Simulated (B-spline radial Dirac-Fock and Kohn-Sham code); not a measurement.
The computed values come from a radial B-spline solver: relativistic Hartree-Fock (Dirac-Fock) wave functions, averaged over the configuration.

Question: This computed X-ray form factor belongs to an atom or ion in its tabulated ground configuration. Which?

| sin θ/λ (Å⁻¹) | f₀ |
| --- | --- |
| 0.1 | 2.943 |
| 0.15 | 2.876 |
| 0.25 | 2.686 |
| 0.3 | 2.573 |
| 1.4 | 1.211 |
| 1.8 | 0.943 |
| 2.5 | 0.570 |
| 4 | 0.191 |
| 6 | 0.055 |

Answer: F⁶⁺, with 3 electrons in [He] 2s1. f₀ tends to the number of electrons as s goes to zero, which the first rows give only roughly, and the rate of fall reflects the nuclear charge, 9.

Question: This computed X-ray form factor belongs to an atom or ion in its tabulated ground configuration. Which?

```
sin θ/λ (Å⁻¹)      f₀
         0.15  18.824
         0.35  18.072
          0.6  16.466
          0.8  14.858
          1.4  10.091
          1.8   7.909
            4   3.727
            5   2.587
            6   1.866
```

Answer: Sn³¹⁺, with 19 electrons in [Ar] 3d1. f₀ tends to the number of electrons as s goes to zero, which the first rows give only roughly, and the rate of fall reflects the nuclear charge, 50.
